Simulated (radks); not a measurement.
Values are calculated unless marked as measured or tabulated.
Polarisability of the copper ion Cu+, [Ar] 3d10, at imaginary frequency. Level of theory: scalar-relativistic Kohn-Sham, LB94 model potential, spin-polarised, spherical densities, finite nucleus; Fermi nuclear charge, rms radius 3.8823 fm (a radial shooting solver on a logarithmic mesh with Libxc functionals). Response by self-consistent Sternheimer equations with the Hartree and adiabatic LDA kernel, the relativistic mass of each level held fixed and spin-orbit coupling left out.

| w (hartree) | alpha1(iw) (bohr^3) | alpha2(iw) (bohr^5) |
|---|---|---|
| 0.00266 | 5.923 | 35.65 |
| 0.0143 | 5.919 | 35.39 |
| 0.0360 | 5.893 | 34.00 |
| 0.0697 | 5.814 | 30.40 |
| 0.118 | 5.626 | 24.84 |
| 0.186 | 5.264 | 19.26 |
| 0.280 | 4.696 | 14.99 |
| 0.413 | 3.965 | 11.88 |
| 0.605 | 3.178 | 9.348 |
| 0.892 | 2.416 | 7.018 |
| 1.35 | 1.714 | 4.844 |
| 2.12 | 1.094 | 2.950 |
| 3.59 | 0.5896 | 1.489 |
| 6.94 | 0.2368 | 0.5502 |
| 17.5 | 0.05327 | 0.1089 |

Static values: alpha1 = 5.923 bohr^3 (0.8778 angstrom^3; uncoupled 8.018), alpha2 = 35.66 bohr^5, alpha3 = 150.5 bohr^7. C6 = 19.56, C8 = 345.9, triple-dipole C9 = 75.14 atomic units. One-pole (London) frequency 4 C6 / (3 alpha1^2) = 0.743 hartree, against 0.796 for minus the highest occupied eigenvalue.
